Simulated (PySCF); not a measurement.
Compound: C6H5FO3P (charge -1).
Cartesian coordinates in Å at the GFN2-xTB level; atoms count from 1:
```
atom  x, y, z in Å
O1     2.3931   -1.0105   -1.7346
P2     2.2236   -0.3533   -0.4175
O3     2.8209   -0.9212    0.8270
O4     2.7293    1.2290   -0.5224
C5     0.4116   -0.0976   -0.1246
C6    -0.2261    1.1257   -0.0274
C7    -1.5927    1.1923    0.1927
C8    -2.2996    0.0126    0.3110
F9    -3.6496    0.0719    0.5284
C10   -1.6903   -1.2247    0.2183
C11   -0.3252   -1.2633   -0.0007
H12    3.0364    1.4006    0.3654
H13    0.3488    2.0346   -0.1321
H14   -2.1091    2.1386    0.2715
H15   -2.2819   -2.1237    0.3158
H16    0.2031   -2.2021   -0.0822
```

NICS is the negative of the GIAO shielding at a point without a nucleus: at the ring centre (0) and 1 Å above and below it (1); zz is the component along the ring normal. Level: GIAO PBE0/pcSseg-1 (PySCF, non-relativistic, gas phase) on the GFN2-xTB geometry, one conformer.

Ring bond lengths (Å), with Mayer bond orders in brackets: C5–C6 1.383 (1.42), C6–C7 1.386 (1.38), C7–C8 1.380 (1.44), C8–C10 1.382 (1.42), C10–C11 1.383 (1.40), C11–C5 1.385 (1.47).

Question: Give the NICS values of each ring in ppm.

Answer: 
```json
{"ring": "C5–C6–C7–C8–C10–C11", "type": "6-membered carbocycle; formal bonds all aromatic", "NICS(0)": "-10.3", "NICS(1), two faces": "-11.5 / -11.5", "NICS(1)zz, two faces": "-27.4 / -27.2", "rms pucker (Å)": "0.00", "centre to ring atoms, mean (Å)": "1.38"}
```

Question: What do they say, and how far can they be read as aromaticity?

Answer: 
- C5–C6–C7–C8–C10–C11: mean NICS(1)zz -27.3 ppm, shielded. For a flat ring without four-coordinate atoms the NICS criterion counts such a value as aromatic.

Question: How equal are the bonds by HOMA? HOMA = 1 − mean of α(R − Ropt)² over the ring bonds, with Krygowski's 1993 parameters (CC: Ropt 1.388 Å, α 257.7 Å⁻²).

Answer: 
- C5–C6–C7–C8–C10–C11: HOMA 0.99 = 1 − EN − GEO, with mean bond length 1.383 Å, EN = α(Ropt − mean)² = 0.006 and GEO = α × variance = 0.001. The geometric and the magnetic index point the same way.

Question: Give the inner angles of the rings and the Hirshfeld charges of the ring atoms.

Answer: 
- C5–C6–C7–C8–C10–C11: C5 119.5° (-0.059 e), C6 120.6° (-0.057 e), C7 118.5° (-0.089 e), C8 122.2° (+0.063 e), C10 118.1° (-0.085 e), C11 121.1° (-0.042 e); sum 720.0° against 720° for a flat convex ring.

Time: 41 s wall (grids of density and orbitals included); peak memory 0.93 GiB. Hardware: an Arm Neoverse V2 with one thread, no GPU, shared host. This is the whole shielding run at PBE0/pcSseg-1, SCF included.
